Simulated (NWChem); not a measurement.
Electron attachment to methylammonium (CH$_{6}$N (+1))

```
N
H 1 1.0292
H 1 1.0292 2 106.84
H 1 1.0292 2 106.84 3 114.07
C 1 1.4918 2 111.99 3 -122.96
H 5 1.0964 1 108.79 2 -60.00
H 5 1.0964 6 110.14 1 119.16
H 5 1.0964 6 110.14 7 121.69
```
Charge +1, spin multiplicity 1.

All runs are NWChem calculations. The geometry was optimised at PBE0/def2-SVP, a minimum by its harmonic frequencies.

Basis set: def2-TZVPD. −ε marks an orbital energy of the parent.

B3LYP has NWChem's definition, with VWN1-RPA local correlation.

**Question.** Order these methods by the vertical electron affinity they give, lowest first: −ε(LUMO) of HF, −ε(LUMO) of PBE, −ε(LUMO) of BLYP, −ε(LUMO) of B3LYP.

**Answer.** −ε(LUMO) of HF (3.17 eV), −ε(LUMO) of B3LYP (5.91 eV), −ε(LUMO) of PBE (6.37 eV), −ε(LUMO) of BLYP (6.47 eV)
